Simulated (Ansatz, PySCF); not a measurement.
O2, charge -1, doublet, at a GFN2-xTB geometry (a state made from the parent by changing its charge; the spin is typed, not shown lowest) (in this run its highest filled SCF level lies above zero, so its values depend strongly on the basis, on diffuse functions most of all). Base run: B3LYP/6-311G** run with PySCF.

PySCF was given this input:
```python
from pyscf import gto, scf, dft

mol = gto.M(
    atom='''
O    -0.00000000   -0.00000000   -0.67067238
O     0.00000000    0.00000000    0.67067238
''',
    basis='6-311g**',
    charge=-1,
    spin=1,
    verbose=4,
)

mf = dft.UKS(mol)
mf.xc = 'b3lyp'
mf.kernel()
```

The same geometry, method and basis name were run in Ansatz (an electronic-structure program) and PySCF, at each program's defaults and at the settings that a row names. The base is PySCF at its defaults. Differences at the defaults can come from grids, fitting, cores and function types together.

```csv
code and settings,ΔE vs base (mEh),basis functions,E (Eh),SCF cycles
"PySCF, defaults (exact integrals, its default grid, spherical functions)",0.000,36,-150.35400,8
"Ansatz, defaults (factorised integrals, its default grid, spherical functions)",0.000,36,-150.35400,-
"PySCF, density fitting with def2-universal-jkfit",-0.031,36,-150.35403,8
"PySCF, fine grid",-0.001,36,-150.35400,8
"Ansatz, high accuracy",-0.001,36,-150.35400,-
```

Open shells are given as the SCF converged; they aren't shown to be the lowest states, and a large step between rows can be another state.
